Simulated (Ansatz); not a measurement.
Consider the atomization: `N[SiH](O)N[SiH3]` → 8 H• + 2 N• + O• + 2 Si•.

Gas-phase electronic energies from Ansatz, PBE0-D4/def2-TZVP geometries. CCSD(T)/CBS adds triple-zeta CCSD(T) − MP2 to the extrapolated MP2 energy (def2 sets, frozen cores). This one scheme is used for every species, atoms too. For atomizations the MP2-based limit and the directly extrapolated one differ by several kJ/mol either way, and by 10 to 25 for some Ge, Se and Sn compounds, so smaller differences from it don't rank the levels. DFT in def2-TZVPP. No spin–orbit coupling; open shells (•) take unrestricted orbitals. Spin–orbit coupling would lower the free atoms: a little for O, Si. One conformer a species, not always the lowest.

`N[SiH](O)N[SiH3]`:

Z-matrix (Å, degrees):
```
Si
O 1 1.647
N 1 1.719 2 106.0
N 1 1.705 2 119.2 3 -119.9
H 1 1.479 2 102.8 3 122.7
H 2 0.959 1 117.9 3 58.0
Si 3 1.728 1 127.2 2 21.9
H 3 1.009 1 116.3 2 -168.1
H 4 1.007 1 121.9 2 74.3
H 4 1.007 1 121.0 2 -78.1
H 7 1.487 3 113.2 1 59.0
H 7 1.489 3 111.2 1 -61.9
H 7 1.487 3 107.5 1 179.3
```

```
          level  ΔE (kJ/mol)
      revPBE-D4       4455.4
         r2SCAN       4509.6
      CAM-B3LYP       4552.7
CCSD/def2-TZVPP       4351.6
```

(1) What does CCSD(T)/CBS give? (Best estimate.)

Largest T1 diagnostic among the species: 0.012.

Results:

(1) Computed: +4559.4 kJ/mol. The listed levels differ from it by -104.0, -49.8, -6.7, -207.8 kJ/mol.

At CCSD(T), def2-SVP lies −406.5 kJ/mol from the extrapolated value and def2-TZVPP −149.3 kJ/mol: correlation converges slowly with the basis, and small sets miss more of it in the bonded molecule than in its fragments. Leaving LDA and LC-ωPBE aside and taking each functional with its dispersion term where it has one, the values, not all of them listed here, spread over 145.0 kJ/mol, from BHLYP-D4 to CAM-B3LYP-D4. LDA lies +601.5 kJ/mol from PBE without D4, its usual overbinding. From r2SCAN to r2SCAN0 (25 % exact exchange), in def2-TZVPP and without D4, ΔE moves by −67.6 kJ/mol: exact exchange takes away binding that semilocal exchange gives to molecules.
